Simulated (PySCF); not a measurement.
## Partial charges of `C=N/C(=C/Cl)OC`

Species: C₄H₆ClNO.
Numbering: `[CH2:1]=[N:2]/[C:3](=[CH:4]/[Cl:5])[O:6][CH3:7]` (hydrogens: H8, H9 on C1; H10 on C4; H11, H12, H13 on C7)

Cartesian coordinates in Å at the GFN2-xTB level; atoms count from 1:
```xyz
13
C4H6ClNO angstrom
C      1.9703   -0.6942    1.0530
N      1.0634    0.1790    1.1617
C      0.0449    0.3081    0.2328
C     -0.8200    1.2898    0.5404
Cl    -2.2238    1.8027   -0.3059
O      0.0881   -0.5550   -0.8099
C     -0.8887   -0.5037   -1.8265
H      2.0493   -1.4203    0.2459
H      2.7238   -0.7181    1.8261
H     -0.6315    1.8445    1.4440
H     -0.6058   -1.2817   -2.5350
H     -1.8858   -0.7145   -1.4343
H     -0.8884    0.4639   -2.3325
```

Density: PBE0/pcSseg-1 (PySCF); schemes: Mulliken, IAO, Hirshfeld and ESP-fitted. The structure is a single GFN2-xTB conformer in the gas phase; no vibrational or solvent corrections.

Task: What partial charge does each atom carry?

Result: In e:

| atom | environment | Mulliken | IAO | Hirshfeld | ESP-fitted |
| --- | --- | --- | --- | --- | --- |
| C1 | imine carbon | +0.015 | -0.125 | +0.001 | +0.167 |
| N2 | imine nitrogen | -0.435 | -0.262 | -0.147 | -0.624 |
| C3 | vinylic carbon bearing oxygen | +0.417 | +0.277 | +0.099 | +0.714 |
| C4 | vinylic C–Cl carbon | -0.145 | -0.262 | -0.071 | -0.478 |
| Cl5 | vinyl chlorine | -0.099 | -0.021 | -0.013 | -0.037 |
| O6 | ether oxygen | -0.500 | -0.339 | -0.102 | -0.252 |
| C7 | methoxy carbon | -0.033 | -0.209 | -0.040 | -0.273 |
| H8 | hydrogen on a C=N carbon | +0.112 | +0.131 | +0.041 | +0.031 |
| H9 | hydrogen on a C=N carbon | +0.121 | +0.158 | +0.054 | +0.091 |
| H10 | vinylic hydrogen | +0.170 | +0.196 | +0.049 | +0.243 |
| H11 | methyl hydrogen | +0.129 | +0.162 | +0.055 | +0.150 |
| H12 | methyl hydrogen | +0.124 | +0.147 | +0.037 | +0.133 |
| H13 | methyl hydrogen | +0.124 | +0.147 | +0.037 | +0.133 |

Mean size of the charges over all atoms: ESP-fitted 0.256 e, IAO 0.187 e, Mulliken 0.187 e, Hirshfeld 0.057 e. Each set sums to the total charge, 0, to within 0.001 e. The Hirshfeld scheme divides the density at each point in proportion to the densities of the neutral, spherically averaged free atoms. The ESP scheme fits charges at the nuclei, held to the total charge, to the electrostatic potential on points at 1.4 to 2.0 times the van der Waals radii.

Lowest charge. The schemes don't all agree: Mulliken O6 (-0.500); IAO O6 (-0.339); Hirshfeld N2 (-0.147); ESP-fitted N2 (-0.624).

Highest charge. All schemes agree: Mulliken C3 (+0.417); IAO C3 (+0.277); Hirshfeld C3 (+0.099); ESP-fitted C3 (+0.714).

Task: How many electrons does the ESP-fitted scheme count on C3?

Result: Z − q = 6 − (+0.714) = 5.286.

Task: Sum the charges by element, for elements with more than one atom.

Result: 
```
element  atoms  Mulliken     IAO  Hirshfeld  ESP-fitted
      C      4    +0.255  -0.318     -0.011      +0.130
      H      6    +0.779  +0.941     +0.273      +0.781
```

Task: How closely do the schemes follow one another over all atoms?

Result: Correlation coefficient and root-mean-square difference: Mulliken with Hirshfeld 0.96, 0.176 e; IAO with Hirshfeld 0.94, 0.141 e; Hirshfeld with ESP-fitted 0.91, 0.269 e; Mulliken with IAO 0.90, 0.108 e; Mulliken with ESP-fitted 0.86, 0.174 e; IAO with ESP-fitted 0.84, 0.193 e.

The run behind these numbers computed NMR shieldings as well. The run took 54 s of wall time (with the writing of density and orbital grids) on one thread, AMD EPYC (x86_64), no GPU, shared host with 64 logical CPUs at a one-minute load of 60, and the process peaked at 0.73 GiB of memory.
